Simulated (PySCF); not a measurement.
## Polarisability and C₆ of Cl (chlorine, neutral)

[Ne] 3s2 3p5, 2P determinant. All numbers are calculated (PySCF 2.14, the non-relativistic Hamiltonian (point nucleus), in dyall-acv3z). Coupled (time-dependent) response in atomic units; α is the mean over directions.

```
 method  mean α (bohr³)         α xx, yy, zz  C₆ (like pair)  S(−4)
LC-wPBE           14.36  13.19, 14.94, 14.94           90.80  49.97
```

S(−4) is the Cauchy moment in α(ω) = α(0) + S(−4) ω² + …

Reference α: 14.6 ± 0.1 bohr³ (recommended; Schwerdtfeger and Nagle, table of static dipole polarizabilities (2023 update)). Published C₆: 94.60 (Chu and Dalgarno (2004); Tang, Norbeck and Certain (1976)).

α(iu) at LC-wPBE:

| u (hartree) | α(iu) (bohr³) |
| --- | --- |
| 0 | 14.36 |
| 0.0500 | 14.23 |
| 0.100 | 13.88 |
| 0.200 | 12.67 |
| 0.300 | 11.13 |
| 0.500 | 8.190 |
| 0.750 | 5.537 |
| 1.00 | 3.873 |
| 1.50 | 2.142 |
| 2.00 | 1.349 |
| 3.00 | 0.6843 |
| 5.00 | 0.2915 |

A single London oscillator, α(iu) = α/(1 + u²/ω²), gives C₆ = (3/4) ω α². Matching the computed C₆ needs ω = 4 × 90.80 / (3 × 14.36²) = 0.587 hartree.

The components differ because the open shell of this determinant is not spherical; for a pure term their mean is the scalar polarisability.
